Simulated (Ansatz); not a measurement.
Saddle point of GeH₅SF, closed shell (GeH₄S ([SH][GeH3]) + HF → GeH₃F ([F][GeH3]) + H₂S; bonds formed: Ge1–F7, S2–H6; bonds broken: Ge1–S2, H6–F7), PBE0-D4/def2-TZVP structure:

Ge1  (-0.496, -0.204, -0.729)
S2  (1.145, -0.597, 1.248)
H3  (0.708, -0.439, -1.662)
H4  (-1.392, 0.819, -1.456)
H5  (-1.279, -1.461, -0.355)
H6  (0.043, 0.558, 1.361)
F7  (-0.826, 1.100, 0.821)
H8  (2.095, 0.223, 0.772)
(Å)

Energies are electronic, without zero-point energy. Barriers and step energies count from the start structure reached by relaxing down the imaginary mode; all methods use the PBE0-D4 structures, on which another method's saddle can fall below an end. Ansatz 0.2.0; basis: def2-TZVPP, with def2-QZVPP for the basis limit; cores frozen in the correlated methods. Filled d shells of the heavier atoms are correlated. The def2 sets are not built for correlating such inner shells, so the correlated values are less sure here. B3LYP uses VWN-RPA correlation. Extrapolation: Hartree–Fock as exp(−7.88 √X), correlation as X^−2.97.

```tsv
method	barrier (kcal/mol)	step energy (kcal/mol)
SPW92	21.86	5.05
PBE-D4	26.67	3.17
BLYP-D4	28.21	0.04
r2SCAN-D4	28.80	0.85
B97M-V	31.08	-2.03
PBE0-D4	31.69	3.06
B3LYP-D4	32.02	0.08
r2SCAN0-D4	32.78	1.45
BHLYP-D4	?	-0.84
CAM-B3LYP-D4	?	-1.30
wB97X-V	33.40	-0.81
wB97M-V	32.47	-0.09
B2PLYP	?	-0.38
PBE-QIDH	34.72	2.15
RPA on PBE	33.63	-1.20
HF	46.72	-4.90
MP2	34.77	1.50
CCSD	37.95	-0.46
CCSD(T)	35.42	0.29
```

Task: Fill in the withheld barriers. (Judge from chemistry; the value comes from the calculation.)

Result: By the calculation: BHLYP-D4 36.93; B2PLYP 33.42; CAM-B3LYP-D4 32.88 kcal/mol. Each is the energy of the saddle less that of the start structure, by the same method.

For comparison, the barrier by CCSD(T) at an estimated basis limit (MP2 extrapolated from triple and quadruple zeta, plus CCSD(T) − MP2 in triple zeta) is 36.38 kcal/mol.

The T1 diagnostic stays at or below 0.013.

Labels in which every atom is bracketed show which atoms are joined, not bond orders.

For scale, one of the runs: CCSD(T)/def2-TZVPP, 191 basis functions (an equivalent command: `ansatz run in.yaml --threads 4`). The run took 35 s on 4 CPU threads (shared host), with 2.1 GiB of host memory at its peak.
